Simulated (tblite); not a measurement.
Isomers of C7H10N2. Computed values, GFN2-xTB/tblite, gas phase, harmonic and unscaled. This tight-binding method is rough: wavenumbers can miss measured ones by several per cent, in bad cases by 10 to 20. One conformer each.

Electronic energies: GFN2-xTB at the same geometries; isomer energies are rough at this level and their order can be wrong.

| SMILES | electronic energy, lowest = 0 (kJ/mol) |
| --- | --- |
| C=Cc1ccnn1CC | 14.6 |
| CN(N)c1ccccc1 | 60.9 |
| Cc1ccnn1C1CC1 | 0.0 |

How do GFN2-xTB zero-point energies change the relative energies?

```
       SMILES  ZPE (kJ/mol)  of it from modes above 1550 cm⁻¹  electronic (kJ/mol)  with ZPE, lowest = 0 (kJ/mol)  lowest mode (cm⁻¹)  rings
Cc1ccnn1C1CC1         414.6                             194.1                  0.0                            0.0                  7i      2
 C=Cc1ccnn1CC         411.9                             193.9                 14.6                           11.9                  54      1
CN(N)c1ccccc1         411.7                             213.8                 60.9                           58.1                  72      1
```

The zero-point energies span 2.9 kJ/mol, from `CN(N)c1ccccc1` to `Cc1ccnn1C1CC1`. Slightly imaginary modes are left out of the zero-point energy: `Cc1ccnn1C1CC1` 7.0i cm⁻¹. The order is unchanged.
